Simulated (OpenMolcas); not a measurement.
## Au3+: moving or changing the point charges

Au3+ among 6 point charges of -1.7 e arranged as a trigonal antiprism (D3d), 2.1 Å from the ion, with a polar angle of 61.9° against the regular 54.74°.
```
   0.0000    1.8516    0.9907  -1.70
  -1.6036   -0.9258    0.9907  -1.70
   1.6036   -0.9258    0.9907  -1.70
   0.0000   -1.8516   -0.9907  -1.70
   1.6036    0.9258   -0.9907  -1.70
  -1.6036    0.9258   -0.9907  -1.70
```

- Program: OpenMolcas 26.06
- Method: CASSCF
- Basis: ANO-RCC-VDZP [7s6p4d2f]
- Scalar Hamiltonian: DKH2, point nucleus
- Active space: 8 electrons in 5 orbitals (5d)
- State averaging: 2S+1 = 3 even, 10 roots; 2S+1 = 1 even, 15 roots
- Spin-orbit coupling: state interaction with AMFI integrals over the reference wave functions

Runs around this geometry, states (labels of D3, the rotations of D3d). Energies in cm-1 above the lowest state or level, χT in cm3 K/mol.

```csv
R (Å),q (e),Polar angle / regular,Ground state,First state of that spin,First gap with spin-orbit (degeneracies),χT at 300 K,First state of another spin
2.1,-1.7,1.04,3A2,3A1 6269,"288.8 (2, 1)",2.472,1E 14593
2.1,-1.36,1.13,3A2,3A1 4529,"752.0 (2, 1)",2.511,1E 14089
2.02,-1.7,1.13,3A2,3A1 6986,"667.1 (2, 1)",2.348,1E 14177
2.1,-1.7,1.13,3A2,3A1 5754,"754.4 (2, 1)",2.418,1E 14125
2.22,-1.7,1.13,3A2,3A1 4330,"825.9 (2, 1)",2.528,1E 14037
```

Taking the first state of the same spin as R^-n, n = -ln(4330 / 6986) / ln(2.22 / 2.02) = 5.1 between the shortest and longest distance.

Scaling the charges by -1.36 / -1.7 = 0.80 scales the first state of the same spin by 4529 / 5754 = 0.79; with fixed orbitals a first-order splitting would follow the charge.

Without dynamic correlation the repulsion within the d shell is too large (B by tens of per cent), so at a given field states of lower spin stand too high. Real 4d8 and 5d8 ions are as a rule square planar and diamagnetic. Spin-orbit coupling mixes the spin-free states strongly: the lowest level takes only 65 % from its leading state, 3A2 (figures for R = 2.1, q = -1.7, ratio = 1.04; the like holds for R = 2.1, q = -1.36, ratio = 1.13, R = 2.02, q = -1.7, ratio = 1.13, R = 2.1, q = -1.7, ratio = 1.13, R = 2.22, q = -1.7, ratio = 1.13). This is an electrostatic model: the charges have no orbitals. No measured value stands beside these numbers.
